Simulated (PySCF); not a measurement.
**Field gradients at the hydrogen positions**

Species: C3H8Si.
Atom-mapped SMILES: `[CH3:1][SiH:2]1[CH2:3][CH2:4]1` (hydrogens: H5, H6, H7 on C1; H8 on Si2; H9, H10 on C3; H11, H12 on C4)

Structure used (PBE0-D3(BJ)/def2-SVP), in Å, numbered top down from 1:
```
atom  x, y, z in Å
C1     1.8476    0.1984   -0.2570
Si2    0.2505   -0.2264    0.6171
C3    -1.2422   -0.7616   -0.3533
C4    -1.3193    0.6776    0.2007
H5     2.4969   -0.6852   -0.3549
H6     1.6267    0.5757   -1.2668
H7     2.4066    0.9760    0.2858
H8     0.3937   -0.7559    1.9993
H9    -1.9360   -1.4902    0.0811
H10   -1.1704   -0.8613   -1.4427
H11   -2.0663    0.8668    0.9796
H12   -1.2854    1.4845   -0.5409
```

Level: PBE0/pcSseg-1 (PySCF, non-relativistic); Q(2H) = 0.00286 b; rigid geometry, the same for H and D, with no vibrational averaging.

**Question.** Rank these positions by the coupling χzz of a deuteron there, largest first.
A. H8 (Si–H hydrogen)
B. H10 (methylene hydrogen)
C. H6 (methyl hydrogen)

**Answer.** B (208 kHz), C (200 kHz), A (98 kHz).

**Question.** Give the electric field gradient Vzz (the principal value of largest size), its asymmetry and the 2H coupling at each hydrogen.

**Answer.** 
```tsv
atom	bonded to	bond length (Å)	Vzz (au)	η	χzz (kHz)
H5	C1	1.101	0.2975	0.01	200
H6	C1	1.100	0.2982	0.01	200
H7	C1	1.101	0.2975	0.01	200
H8	Si2	1.487	0.1465	0.07	98
H9	C3	1.096	0.3093	0.08	208
H10	C3	1.096	0.3089	0.09	208
H11	C4	1.096	0.3095	0.08	208
H12	C4	1.096	0.3086	0.09	207
```

**Question.** Average by the element that carries the hydrogen.

**Answer.** on C: 204 kHz over 7 positions, mean bond length 1.098 Å; on Si: 98 kHz over 1 position, mean bond length 1.487 Å.

**Question.** A static deuteron (I = 1) shows a doublet split by (3/2)χ, (3/4)χ(1 + η) and (3/4)χ(1 − η) with the field along z, y and x of the gradient. What are these for H9?

**Answer.** With |χ| = 207.8 kHz and η = 0.085: 312, 169 and 143 kHz, to first order and without motion.

Isolated species at its PBE0-D3(BJ)/def2-SVP geometry, gas phase. These gradients aren't converged with respect to the basis.
